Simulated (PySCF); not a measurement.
**Pb3 at several levels of theory**

Computed with PySCF 2.14.0 (density fitting, no spin-orbit coupling) at the geometry relaxed with BP86:

```xyz
3
Pb3 (singlet)
Pb    0.0000    0.0000    2.8019
Pb    0.0000    0.0000    0.0000
Pb    0.0000    0.0000   -2.8019
```

```
level                    basis    state  HOMO (eV)  gap (eV)  charge on Pb1 (e)  dipole about the centre of mass (D)  largest force component (eV/Å)
 BP86   Pb def2-SVP with ECP60  singlet      -4.49      0.85               0.07                                 0.00                            0.01
B3LYP                 the same  singlet      -4.73      1.54               0.08                                 0.00                            0.09
   HF                 the same  singlet      -5.54      4.54               0.21                                 0.00                            0.83
 PBE0                 the same  singlet      -4.83      1.75               0.11                                 0.00                            0.44
 BP86  Pb def2-TZVP with ECP60  singlet      -4.52      0.86               0.08                                 0.00                            0.18
 BP86            Pb x2c-SVPall  singlet      -4.52      0.85               0.08                                 0.00                            0.26
```

Charges are Mulliken's, which hang on the basis. The relaxation used the grid (50, 194), these runs (75, 302) or, all-electron (x2c bases, spin-free X2C Hamiltonian), (99, 590).

**Question.** What does M06-L with Pb def2-SVP with ECP60 give here?

**Answer.** state singlet, HOMO (eV) -4.37, gap (eV) 0.94, charge on Pb1 (e) 0.11, dipole about the centre of mass (D) 0.00, largest force component (eV/Å) 0.20. Time: 3.5 s on 2 threads of Arm Neoverse V2 (shared host), from an already converged density.

In the first row's basis the gap widens with exact exchange: 0.9 eV for BP86, M06-L (none); 1.5 to 1.8 eV for B3LYP, PBE0 (a fixed share); 4.5 eV for Hartree–Fock (rising or full at long range).

The gap of the closed shell is small, and it wasn't tested for a lower spin-broken solution at this geometry.

Small gap, closed shell not tested for a spin-broken solution: B3LYP, M06-L, PBE0, BP86 (small-core/TZVP), BP86 (x2c-SVP).
